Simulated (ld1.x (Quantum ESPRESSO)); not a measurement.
arsenic (As): one change to a TM potential, before and after

- Element: As
- Generator: ld1.x (Quantum ESPRESSO) 7.5
- Type: norm-conserving Troullier–Martins (Kleinman–Bylander form)
- Functional: PBE
- Relativity: scalar-relativistic
- Frozen core: [Ar]
- Valence charge: 15
- Reference configuration: 3d10 4s2 4p2 (charge +1)
- Partial waves: 4s (bound): rc 1.20 bohr; 4p (bound): rc 1.80 bohr; 3d (bound): rc 1.10 bohr
- Local potential: the d channel
- Core correction: a·sin(br)/r model core, default radius (core density twice the valence density)

Change: all radii but the core radius scaled by about 0.81 (s 0.98, p 1.46, d 0.90 bohr).

Cutoffs: the cutoffs (Ry, on a coarse ladder) from which the occupation-weighted sum of valence levels, in a spherical-Bessel basis at the reference potential, stays within 10 and 1 mRy of its value at 400 Ry; they do not see the model core or the augmentation charge, which bear on the density cutoff. Errors are all-electron minus pseudo energies relative to the spin-unpolarised reference configuration.

Question: How do hardness, ghosts and transferability respond?

Answer: Both files keep a bound ghost (p, s); of the 7 tests that both files solve, the error grows in 5 and shrinks in 2 by more than 15 % and 0.3 meV (median size 3.1 → 17.2 meV).

| quantity | base | changed |
| --- | --- | --- |
| cutoff, loose | 230 Ry | 300 Ry |
| cutoff, tight | over 300 Ry | over 300 Ry |
| loose cutoff by channel (10 mRy a level) | s 50 Ry, p 6 Ry, d 200 Ry | s 230 Ry, p 40 Ry, d 260 Ry |
| bound ghosts | s, p | p, s |
| error for 3d10 4s2 4p3, meV [ΔE -9.15 eV] | +2.4 | +1.7 |
| error for 3d10 4s2 4p1, meV [ΔE 17.92 eV] | -1.0 | -3.3 |
| error for 3d10 4s2 4p0, meV [ΔE 45.62 eV] | -0.7 | -17 |
| error for 3d10 4s2 4p3.3, meV [ΔE -10.38 eV] | +3.1 | +2.1 |
| error for 3d10 4s0 4p5, meV [ΔE 9.91 eV] | -17 | -122 |
| error for 3d10 4s1 4p4, meV [ΔE 0.27 eV] | -4.3 | -34 |
| error for 3d10 4s1 4p3, meV [ΔE 10.11 eV] | -3.5 | -28 |

 A true bound ghost makes a file unfit for plane-wave use even where its test errors are small: the radial tests pick states by their node count and pass the ghost by.
